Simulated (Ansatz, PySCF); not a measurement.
Stretching the C2–H3 bond in CH5GeN (SMILES [CH3][Ge][NH2]) (multiplicity 1 held, fragments rigid). Energies count from the point at 1.091 Å.
Geometry at that point (charge 0, multiplicity 1):
```xyz
8

Ge    -0.2170    -0.0101     0.4452
C      0.7303     1.3957    -0.6510
H      0.3907     2.3968    -0.3807
H      0.5942     1.2501    -1.7247
H      1.8012     1.3407    -0.4297
N     -0.0364    -1.3548    -0.7861
H      0.4026    -1.2654    -1.6915
H     -0.3701    -2.2905    -0.6131
```

R- and RO- levels are restricted; in cc, def2 and unpolarised 6-31G sets they are followed outwards from rest. U- levels take the lowest unrestricted solution at each point, which mixes spins at long bonds. Active spaces are followed from a long bond inwards. Levels need not reach the same state.

Correlated levels freeze the cores. Filled d and f shells under p-block atoms count as core. Rows in LANL2DZ carry no dispersion term and start afresh at each structure. LANL2DZ brings its own core potentials from Na on.

Run with Ansatz (Gaussian orbitals); PySCF for LANL2DZ rows. 

Energies in eV.

```tsv
R (Å)	R-PBE/cc-pVTZ	R-BP86/LANL2DZ	U-B3LYP/LANL2DZ	R-SCS-MP2/cc-pVTZ	CASSCF(2,2)/cc-pVTZ	FIC-MRCISD+Q on CASSCF(2,2)/cc-pVTZ
0.873	1.29	1.40	1.34	1.24	1.33	1.24
0.982	0.27	0.31	0.28	0.24	0.29	0.25
1.091	0.00	0.00	0.00	0.00	0.00	0.00
1.200	0.14	0.12	0.14	0.17	0.12	0.16
1.309	0.48	0.45	0.51	0.55	0.44	0.53
1.473	1.17	1.14	1.23	1.29	1.09	1.24
1.637	1.90	1.88	2.00	2.09	1.77	1.98
1.909	3.01	3.01	3.19	3.30	2.74	3.06
2.182	3.91	3.95	4.12	4.30	3.45	3.85
2.510	4.73	4.79	4.66	5.20	3.96	4.43
2.946	5.46	5.54	4.92	5.96	4.26	4.79
3.492	5.98	6.10	5.02	6.36	4.37	4.92
```

Doubts at one or more of the structures used: a restricted determinant that unrestricted orbitals would lower (R-PBE/cc-pVTZ, R-SCS-MP2/cc-pVTZ); a spin-contaminated determinant (U-B3LYP/LANL2DZ).

Ansatz is an electronic-structure program.
